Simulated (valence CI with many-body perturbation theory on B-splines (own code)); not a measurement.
Forbidden lines of Cs33+

Calculated by valence CI with perturbative core correlation (CI+MBPT): four valence electrons over a frozen Dirac-Fock core [Ar], a basis of 9 s, 9 p, 10 d, 8 f, 5 g, 3 h, 1 i functions for each j, with the one-electron correlation potential Σ1, the two-electron term Σ2, the three-electron term Σ3, Breit, model QED; selected CI, second order for the rest (own B-spline code, finite nucleus).

No measured spectrum was set against this ion. As an estimate, large intervals hold to a few tenths of a per cent, small ones and those within an open d or f shell to about a per cent. Only levels of the ground parity were solved; by the run's estimate the other parity begins above the list, which can be wrong where configurations are misplaced.

Lines 1 to 50 of 120 in falling wavelength, among levels below 860720 cm⁻¹, chosen from the decays that carry over 1 % of a level's rate. Wavelengths and rates use the calculated energies. Electric multipoles are in the length gauge, E1 and E2 with the static RPA response of the core. S is in atomic units (e²a₀⁴ for E2 and M2, e²a₀⁶ for E3), for M1 in squared Bohr magnetons. Weak lines are less certain than strong ones. Lines between different terms over intervals too small for the method are left out, as are lines whose strength nearly cancels.

Levels are named by their leading jj configuration (3d3/2^4 stands for four electrons in 3d with j = 3/2), which in mixed levels can hold well under half, so a name can repeat and another be missing. Letters in brackets count levels of one name in rising energy.

```
λ vac (Å)                      Upper                      Lower  Type   A (s⁻¹)  S (a.u.)
    11790        (3d3/2^3 3d5/2) J=3        (3d3/2^3 3d5/2) J=4    M1  9.16e+00  3.90e+00
     6252      (3d3/2^2 3d5/2^2) J=6      (3d3/2^2 3d5/2^2) J=5    M1  3.85e+01  4.53e+00
     6165        (3d3/2^3 3d5/2) J=4        (3d3/2^3 3d5/2) J=2    E2  7.77e-06  5.56e-04
     4049        (3d3/2^3 3d5/2) J=3        (3d3/2^3 3d5/2) J=2    M1  4.30e+02  7.41e+00
     2778  (3d3/2^2 3d5/2^2) J=2 [b]      (3d3/2^2 3d5/2^2) J=1    M1  4.73e+02  1.88e+00
     2573      (3d3/2^2 3d5/2^2) J=5  (3d3/2^2 3d5/2^2) J=4 [a]    M1  6.47e+02  4.50e+00
     2566  (3d3/2^2 3d5/2^2) J=4 [b]      (3d3/2^2 3d5/2^2) J=5    M1  1.26e+02  7.10e-01
     1946        (3d3/2^3 3d5/2) J=2        (3d3/2^3 3d5/2) J=1    M1  4.78e+03  6.53e+00
     1685  (3d3/2^2 3d5/2^2) J=4 [b]  (3d3/2^2 3d5/2^2) J=3 [a]    M1  2.21e+03  3.53e+00
     1618      (3d3/2^2 3d5/2^2) J=1  (3d3/2^2 3d5/2^2) J=0 [a]    M1  3.63e+03  1.71e+00
     1496  (3d3/2^2 3d5/2^2) J=4 [c]    (3d3/2 3d5/2^3) J=4 [a]    M1  6.97e+02  7.78e-01
     1462  (3d3/2^2 3d5/2^2) J=2 [b]  (3d3/2^2 3d5/2^2) J=2 [a]    M1  1.99e+03  1.15e+00
     1458  (3d3/2^2 3d5/2^2) J=3 [b]  (3d3/2^2 3d5/2^2) J=3 [a]    M1  4.52e+02  3.64e-01
     1338    (3d3/2 3d5/2^3) J=3 [c]        (3d3/2 3d5/2^3) J=2    M1  4.28e+03  2.66e+00
     1285  (3d3/2^2 3d5/2^2) J=4 [b]  (3d3/2^2 3d5/2^2) J=4 [a]    M1  6.32e+02  4.47e-01
     1261    (3d3/2 3d5/2^3) J=1 [b]        (3d3/2 3d5/2^3) J=2    M1  1.45e+03  3.23e-01
     1223  (3d3/2^2 3d5/2^2) J=4 [a]        (3d3/2^3 3d5/2) J=3    M1  3.83e+03  2.34e+00
     1204    (3d3/2 3d5/2^3) J=3 [a]  (3d3/2^2 3d5/2^2) J=4 [b]    M1  2.52e+03  1.14e+00
     1168    (3d3/2 3d5/2^3) J=3 [b]    (3d3/2 3d5/2^3) J=3 [a]    M1  2.85e+03  1.18e+00
     1149  (3d3/2^2 3d5/2^2) J=3 [b]  (3d3/2^2 3d5/2^2) J=4 [a]    M1  4.21e+02  1.66e-01
     1108  (3d3/2^2 3d5/2^2) J=4 [a]        (3d3/2^3 3d5/2) J=4    M1  2.24e+04  1.02e+01
     1095        (3d3/2^3 3d5/2) J=1              (3d3/2^4) J=0    M1  2.33e+04  3.41e+00
     1075    (3d3/2 3d5/2^3) J=4 [a]      (3d3/2^2 3d5/2^2) J=5    M1  3.33e+03  1.38e+00
     1050  (3d3/2^2 3d5/2^2) J=2 [c]      (3d3/2^2 3d5/2^2) J=1    M1  1.53e+03  3.29e-01
     1025    (3d3/2 3d5/2^3) J=1 [b]        (3d3/2 3d5/2^3) J=0    M1  2.75e+03  3.29e-01
     1003        (3d3/2 3d5/2^3) J=2  (3d3/2^2 3d5/2^2) J=2 [c]    M1  1.08e+04  2.02e+00
    997.7  (3d3/2^2 3d5/2^2) J=3 [a]        (3d3/2^3 3d5/2) J=3    M1  1.91e+04  4.92e+00
    981.0    (3d3/2 3d5/2^3) J=3 [b]  (3d3/2^2 3d5/2^2) J=2 [c]    M1  1.16e+03  2.84e-01
    969.6    (3d3/2 3d5/2^3) J=1 [a]  (3d3/2^2 3d5/2^2) J=2 [b]    M1  7.39e+03  7.49e-01
    954.5    (3d3/2 3d5/2^3) J=1 [b]  (3d3/2^2 3d5/2^2) J=2 [d]    M1  1.61e+04  1.56e+00
    936.4        (3d3/2 3d5/2^3) J=5  (3d3/2^2 3d5/2^2) J=4 [b]    M1  1.52e+04  5.10e+00
    919.9  (3d3/2^2 3d5/2^2) J=3 [a]        (3d3/2^3 3d5/2) J=4    M1  4.85e+02  9.80e-02
    895.4  (3d3/2^2 3d5/2^2) J=4 [c]  (3d3/2^2 3d5/2^2) J=3 [b]    M1  1.99e+03  4.76e-01
    881.9    (3d3/2 3d5/2^3) J=4 [a]  (3d3/2^2 3d5/2^2) J=3 [a]    M1  6.19e+03  1.42e+00
    831.5    (3d3/2 3d5/2^3) J=3 [c]  (3d3/2^2 3d5/2^2) J=4 [c]    M1  1.61e+04  2.40e+00
    827.2  (3d3/2^2 3d5/2^2) J=4 [c]  (3d3/2^2 3d5/2^2) J=4 [b]    M1  7.37e+02  1.39e-01
    810.5  (3d3/2^2 3d5/2^2) J=2 [a]        (3d3/2^3 3d5/2) J=2    M1  1.61e+04  1.59e+00
    800.5  (3d3/2^2 3d5/2^2) J=3 [a]        (3d3/2^3 3d5/2) J=2    M1  1.52e+04  2.02e+00
    783.7  (3d3/2^2 3d5/2^2) J=2 [c]  (3d3/2^2 3d5/2^2) J=2 [a]    M1  6.37e+03  5.68e-01
    774.7      (3d3/2^2 3d5/2^2) J=5        (3d3/2^3 3d5/2) J=4    M1  1.58e+04  2.99e+00
    770.6        (3d3/2 3d5/2^3) J=5      (3d3/2^2 3d5/2^2) J=6    M1  1.00e+04  1.87e+00
    758.9  (3d3/2^2 3d5/2^2) J=2 [d]  (3d3/2^2 3d5/2^2) J=3 [b]    M1  1.08e+04  8.78e-01
    758.3    (3d3/2 3d5/2^3) J=4 [a]  (3d3/2^2 3d5/2^2) J=4 [a]    M1  5.13e+04  7.46e+00
    749.1  (3d3/2^2 3d5/2^2) J=2 [d]  (3d3/2^2 3d5/2^2) J=2 [b]    M1  1.08e+04  8.42e-01
    740.0    (3d3/2 3d5/2^3) J=1 [b]    (3d3/2 3d5/2^3) J=1 [a]    M1  3.86e+03  1.74e-01
    723.7    (3d3/2 3d5/2^3) J=4 [b]        (3d3/2 3d5/2^3) J=5    M1  3.59e+03  4.53e-01
    722.3        (3d3/2 3d5/2^3) J=6      (3d3/2^2 3d5/2^2) J=6    M1  2.02e+04  3.67e+00
    718.8    (3d3/2 3d5/2^3) J=1 [a]      (3d3/2^2 3d5/2^2) J=1    M1  2.57e+04  1.06e+00
    702.3    (3d3/2 3d5/2^3) J=3 [a]  (3d3/2^2 3d5/2^2) J=3 [a]    M1  3.85e+04  3.47e+00
    694.8    (3d3/2 3d5/2^3) J=3 [a]  (3d3/2^2 3d5/2^2) J=2 [a]    M1  4.59e+04  3.99e+00
```
